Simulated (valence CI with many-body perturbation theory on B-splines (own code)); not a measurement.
Xe4+: electric-dipole lines

Level of theory: relativistic CI+MBPT: four valence electrons over a frozen Dirac-Fock core [Kr] 4d10, radial functions for each j: 11 s, 11 p, 10 d, 8 f, 5 g, 2 h, with the one-electron correlation potential Σ1 (screened to all orders), the two-electron term Σ2, the three-electron term Σ3, Breit, model QED; selected single and double excitations, second order for the rest, scaled by the run's own slope (own B-spline code, finite nucleus).

Set against measurement, 46 paired levels are off by 473 cm⁻¹ on average, the worst by 2120. These come from a selection out of Saloman, J. Phys. Chem. Ref. Data 33, 765 (2004). Levels without a partner in it may be off by more. Among the levels kept, up to 540 cm⁻¹ of a level comes from second order outside the variational space, and about a tenth of that is noise between levels of different J, which matters for small intervals. 6 measured levels below the end of the list, from 169673 cm⁻¹ on, found no clear computed partner, and computed levels of the same name lie up to 2887 cm⁻¹ from them.

Lines 1 to 50 of 507 in falling wavelength, among levels below 39.542 eV, chosen from the strongest by gf and those to the six lowest levels. Wavelengths and rates use the calculated energies, so an error of 500 cm⁻¹ moves a line at 5090 Å by 2.5 % and its rate by three times that or more. Electric multipoles are in the length gauge, E1 and E2 with the static RPA response of the core. Weak lines are less certain than strong ones. Lines between different terms over intervals too small for the method are left out, as are lines whose strength nearly cancels. Where a level lies close to another of its J and parity, the split of strength between their lines is uncertain. The highest levels of a list are the least certain.

Names give the largest LS component (configuration and term), which can be under half, so a name can repeat, a term be missing and a line seem to break the LS rules; names also repeat where a configuration has a term twice. Letters in brackets count levels of one name in rising energy.

```tsv
λ vac (Å)	λ from measured levels	Upper	Lower	A (s⁻¹)	S (a.u.) with core polarisation	S without
22060		5s²5p5f ³F_2 [a]	5s²5p6d ³D°_1	5.98e+05	1.58e+01	1.59e+01
20870		5s²5p5f ³F_2 [b]	5s²5p6d ³P°_1	6.01e+05	1.35e+01	1.35e+01
20360		5s²5p5f ¹G_4	5s²5p6d ¹F°_3	8.06e+05	3.02e+01	3.04e+01
19840		5s²5p5f ³D_3	5s²5p6d ³P°_2 [b]	8.35e+05	2.25e+01	2.26e+01
17990		5s²5p5f ³F_4 [a]	5s²5p6d ³F°_3	1.70e+06	4.39e+01	4.41e+01
16370		5s²5p5f ³F_3 [a]	5s²5p6d ³P°_2 [a]	1.10e+06	1.66e+01	1.67e+01
14520		5s²5p5f ³F_3 [b]	5s²5p6d ¹D°_2	1.58e+06	1.67e+01	1.68e+01
13870		5s²5p5f ³G_5	5s²5p6d ³F°_4 [b]	1.48e+06	2.14e+01	2.15e+01
13310		5s²5p5f ³D_3	5s²5p6d ¹D°_2	1.07e+06	8.74e+00	8.78e+00
12260		5s²5p5f ¹G_4	5s²5p6d ³D°_3	1.36e+06	1.12e+01	1.12e+01
12040		5s²5p5f ³G_3	5s²5p6d ³F°_2	5.55e+06	3.34e+01	3.36e+01
11560		5s²5p5f ³G_5	5s²5p6d ³F°_4 [a]	5.58e+06	4.68e+01	4.71e+01
7275		5s5p²5d ³F_4 [c]	5s²5p6d ³D°_3	4.68e+06	8.01e+00	8.03e+00
7048		5s²5p5f ³D_1	5s²5p7s ³P°_1	9.63e+06	4.99e+00	5.02e+00
6434		5s²5p7p ³D_1	5s²5p7s ³P°_1	3.22e+07	1.27e+01	1.28e+01
6314		5s²5p7p ³D_1	5s²5p7s ³P°_0	1.40e+07	5.23e+00	5.26e+00
5992		5s5p²5d ³F_3 [c]	5s²5p6d ³P°_2 [a]	5.67e+06	4.22e+00	4.25e+00
5626		5s²5p7p ³P_0	5s²5p7s ³P°_1	1.16e+08	1.02e+01	1.02e+01
5343		5s²5p7p ³P_1	5s²5p7s ³P°_1	2.93e+07	6.63e+00	6.67e+00
5260		5s²5p7p ³P_1	5s²5p7s ³P°_0	9.13e+07	1.97e+01	1.98e+01
5223		5s²5p7p ³D_2	4f5s5p² ³D°_1 [a]	9.38e+06	3.30e+00	3.33e+00
5174		5s²5p7p ³D_2	5s²5p7s ³P°_1	1.13e+08	3.87e+01	3.90e+01
5090	5160	4f5s²5p ³F_4	5s²5p5d ³D°_3	5.00e+06	2.93e+00	3.10e+00
4844	4955	4f5s²5p ¹G_4	5s²5p5d ¹F°_3	1.04e+07	5.25e+00	5.64e+00
4626		5s²5p6d ³F°_4 [b]	5s5p²5d ³G_3	6.47e+06	2.85e+00	3.04e+00
4363		4f5s5p² ³H°_5	5s5p²5d ³G_4	1.46e+07	6.60e+00	7.26e+00
4287		5s²5p7p ³D_1	5s²5p6d ³D°_1	2.16e+07	2.52e+00	2.51e+00
4244		4f5s5p² ³H°_6	5s5p²5d ³G_5	1.89e+07	9.29e+00	1.03e+01
4162		5s²5p5f ³D_1	5s²5p6d ³F°_2	5.61e+07	5.99e+00	5.99e+00
4130		4f5s5p² ³H°_4	5s5p²5d ³D_3 [a]	6.43e+06	2.01e+00	2.21e+00
4090		4f5s5p² ³G°_3 [b]	5s5p²5d ³D_2 [a]	1.03e+07	2.44e+00	2.66e+00
4058		5s²5p7p ³P_1	4f5s5p² ⁵D°_2 [b]	3.01e+07	2.98e+00	2.96e+00
3940		5s²5p7p ³D_1	5s²5p6d ³F°_2	1.10e+08	9.98e+00	9.89e+00
3913		5s²5p7p ³P_0	5s²5p6d ³D°_1	2.25e+08	6.64e+00	6.61e+00
3805		4f5s5p² ³G°_5 [b]	5s5p²5d ¹G_4	8.94e+06	2.67e+00	2.91e+00
3803		4f5s5p² ³G°_4	5s5p²5d ³F_3 [a]	1.31e+07	3.19e+00	3.50e+00
3776		5s²5p7p ³D_2	5s²5p6d ³F°_3	1.70e+08	2.26e+01	2.25e+01
3706		5s²5p7p ³P_1	5s²5p6d ³P°_2 [a]	1.82e+08	1.37e+01	1.36e+01
3686		4f5s5p² ⁵D°_4	5s5p²5d ⁵D_3	1.51e+07	3.36e+00	3.73e+00
3650		4f5s5p² ⁵F°_4	5s5p²5d ⁵P_3	1.36e+07	2.95e+00	3.26e+00
3623		5s²5p7p ³D_2	5s²5p6d ³P°_2 [a]	2.02e+07	2.37e+00	2.36e+00
3556		4f5s5p² ³G°_3 [a]	5s5p²5d ³F_2 [a]	1.49e+07	2.32e+00	2.54e+00
3509		5s²5p7p ³D_2	4f5s5p² ³G°_3 [a]	1.86e+07	1.98e+00	1.96e+00
3500		4f5s5p² ³G°_5 [a]	5s5p²5d ³F_4 [a]	2.75e+07	6.40e+00	7.04e+00
3448		4f5s5p² ⁵D°_3	5s5p²5d ⁵D_2	1.56e+07	2.21e+00	2.45e+00
3429		5s²5p7p ³D_2	5s²5p6d ³F°_2	2.17e+07	2.16e+00	2.15e+00
3330		4f5s5p² ⁵G°_6	5s5p²5d ⁵F_5	4.70e+07	1.11e+01	1.24e+01
3256	3332	4f5s²5p ³G_4	5s²5p5d ³F°_3	3.35e+07	5.13e+00	5.53e+00
3237	3307	4f5s²5p ³G_3 [a]	5s²5p5d ³F°_2	1.78e+07	2.08e+00	2.24e+00
3223		4f5s5p² ⁵G°_4	5s5p²5d ⁵F_3	4.40e+07	6.55e+00	7.30e+00
```
